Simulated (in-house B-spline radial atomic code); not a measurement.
# The nickel ion Ni⁸⁺: [Ar] 3d2

All numbers are computed (non-relativistic RPBE, spin-polarised, spherical fractional occupations; point nucleus) with an all-electron radial atomic-structure program (B-spline basis), not measured.

Effective charges: Z_r = [3n² - l(l+1)]/(2<r>) from the radius, Z_e = n√(-2ε) from the energy, and Slater's rules. Values are occupation-weighted means over spin.

| shell | electrons | ε (eV) | <r> (bohr) | Z_r | Z_e | Slater |
| --- | --- | --- | --- | --- | --- | --- |
| 1s | 2 | -8312 | 0.05484 | 27.35 | 24.72 | 27.70 |
| 2s | 2 | -1156.4 | 0.2478 | 24.21 | 18.44 | 23.85 |
| 2p | 6 | -1033.7 | 0.2163 | 23.11 | 17.43 | 23.85 |
| 3s | 2 | -279.05 | 0.6977 | 19.35 | 13.59 | 16.75 |
| 3p | 6 | -240.3 | 0.7042 | 17.75 | 12.61 | 16.75 |
| 3d | 2 | -178.01 | 0.692 | 15.17 | 10.85 | 9.65 |

The least bound orbital is 3d up at -178 eV, while the most diffuse is 3p down (<r> = 0.7058 bohr against 0.692 bohr): energy order and size order differ.
